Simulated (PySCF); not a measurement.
Computed with PySCF with TPSSh-D3(BJ)/def2-TZVP // PBE0-D3(BJ)/def2-TZVP. All species are isolated molecules in the gas phase. Delta-SCF ions had no search for a lower state. Excitations are Tamm–Dancoff values on a coarser integration grid. The basis has no diffuse functions, so Rydberg states are missing or too high.

Reference species (SMILES): `CB(C)C` (neutral, multiplicity 1).

The brightest of the four lowest singlets (TDA) is 7.92 eV. The vertical ionisation energy (Delta-SCF) is 10.43 eV.

Changed species: `[SiH3]B([SiH3])[SiH3]` (3 of 3 CH3 replaced by SiH3; the reference has 0 of 3 CH3 replaced by SiH3).

Problem. Give the shifts of the brightest of the four lowest singlets (TDA) and vertical ionisation energy (Delta-SCF).

Solution. the brightest of the four lowest singlets (TDA) drops by 2.41 eV, to 5.51 eV; the vertical ionisation energy (Delta-SCF) falls by 0.85 eV, to 9.58 eV.
